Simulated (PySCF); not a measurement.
Electron correlation in Ru⁺ (ruthenium, charge +1)

[Kr] 4d7, high-spin 4F determinant. All numbers are calculated (PySCF 2.14, the spin-free X2C one-electron Hamiltonian (Gaussian nucleus), in ANO-RCC-VTZP). Frozen: [Kr]; 7 electrons correlated.

| level | correlation energy (mhartree) |
| --- | --- |
| CCSD | -161.38 |
| (T) | -5.17 |
| CCSD(T) | -166.55 |

Diagnostics: T1 = 0.0039, D1 = 0.0059, largest double amplitude 0.027.

Cost of the coupled-cluster step: roughly 3 core-seconds, for 7 correlated electrons.
